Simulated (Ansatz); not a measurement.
HO3, SMILES [O]OO, multiplicity 2.

Coordinates come from a TPSSh-D3(BJ)/def2-TZVP optimisation. Other conformers were not sampled.

Two levels are set side by side: PBE/def2-TZVPD (Ansatz, a first-principles code) and PBE0/def2-TZVPD (Ansatz). Energy differences of separate SCF runs at the same geometry; the states with an electron removed or added have multiplicity 1 and 1. Differences are taken from unrounded values.

```json
[
 {"quantity": "vertical ionisation energy (eV)", "PBE0": "11.61", "PBE": "10.88", "PBE minus PBE0": "-0.73"},
 {"quantity": "vertical electron affinity (eV)", "PBE0": "0.76", "PBE": "0.66", "PBE minus PBE0": "-0.10"}
]
```
